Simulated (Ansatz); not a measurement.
System: sum formula SiAsH$_{4}$ (charge 0, doublet). It need not be the lowest isomer of its formula. 
Structure (B3LYP-D3(BJ)/def2-TZVP (Ansatz, a program for electronic structure) minimum search):
```
Si
H 1 1.4898
H 1 1.4898 2 107.93
As 1 2.3749 2 108.49 3 117.37
H 4 1.5241 1 94.33 2 168.24
H 4 1.5241 5 93.15 1 94.58
```
Charge 0, spin multiplicity 2.

**Question.** Give the harmonic wavenumbers at B3LYP-D3(BJ)/def2-TZVP (Ansatz, finite differences of forces, unscaled).

**Answer.** 158, 343, 454, 488, 702, 720, 916, 977, 2163, 2175, 2184, 2197 cm⁻¹. Zero-point energy 19.3 kcal/mol.

**Question.** From these and the geometry, give the ideal-gas thermochemistry at 298.15 K and 1 atm (rigid rotor, harmonic oscillator).

**Answer.** Point group Cs, rotational symmetry number 1. Rotational constants 59.58, 3.907, 3.839 GHz. S(trans) 39.92, S(rot) 23.40, S(vib) 6.07, S(elec, spin only) 1.38, S 70.8 cal/(mol K). H(298) - H(0) 3.50 kcal/mol; G - E(el) 1.7 kcal/mol.
